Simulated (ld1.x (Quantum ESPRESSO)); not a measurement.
**What one change does to a pseudopotential (Ge (Z = 32), RRKJ)**

| Quantity | Value |
| --- | --- |
| Element | germanium (Ge) |
| Generator | ld1.x (Quantum ESPRESSO) 7.5 |
| Type | norm-conserving RRKJ (Kleinman–Bylander form) |
| Functional | PBE |
| Relativity | scalar-relativistic |
| Frozen core | [Ar] 3d10 |
| Valence charge | 4 |
| Reference configuration | 4s1 4p3 |
| Partial waves | 4p (bound): rc 2.30 bohr; 4s (bound): rc 1.85 bohr |
| Local potential | the s channel |
| Core correction | none |

Change: functional BLYP.

Cutoffs: the cutoffs (Ry, on a coarse ladder) from which the occupation-weighted sum of valence levels, in a spherical-Bessel basis at the reference potential, stays within 10 and 1 mRy of its value at 400 Ry; they do not see the model core or the augmentation charge, which bear on the density cutoff. Errors are all-electron minus pseudo energies relative to the spin-unpolarised reference configuration.

Problem. Predict the effect on cutoff, ghosts and configuration errors.

Solution. The potential gets neither clearly harder nor softer (21 Ry and 40 Ry → 21 Ry and 40 Ry); of the 7 tests that both files solve, the error grows in 7 and shrinks in 0 by more than 15 % and 0.3 meV (median size 12.5 → 25.8 meV); neither file shows a bound ghost.

| quantity | base | changed |
| --- | --- | --- |
| cutoff, loose | 21 Ry | 21 Ry |
| cutoff, tight | 40 Ry | 40 Ry |
| bound ghosts | none | none |
| error for 4s2 4p2, meV [ΔE -7.97 → -8.03 eV] | +11 | +18 |
| error for 4s2 4p1, meV [ΔE -0.53 → -0.67 eV] | +13 | +41 |
| error for 4s2 4p0, meV [ΔE 14.91 → 14.79 eV] | +17 | +126 |
| error for 4s0 4p4, meV [ΔE 8.22 → 8.31 eV] | +11 | +23 |
| error for 4s2 4p1.5, meV [ΔE -5.17 → -5.28 eV] | +12 | +26 |
| error for 4s1 4p2, meV [ΔE 8.19 → 8.08 eV] | -4.9 | +9.0 |
| error for 4s1 4p0, meV [ΔE 49.70 → 49.74 eV] | +78 | +358 |
| s: phases at 2.50 bohr within 0.05 rad from the reference energy up to (Ry; the scan ends near 5) | 2.3 | 2.4 |
| p: phases at 2.50 bohr within 0.05 rad from the reference energy up to (Ry; the scan ends near 5) | 4.3 | 4.3 |
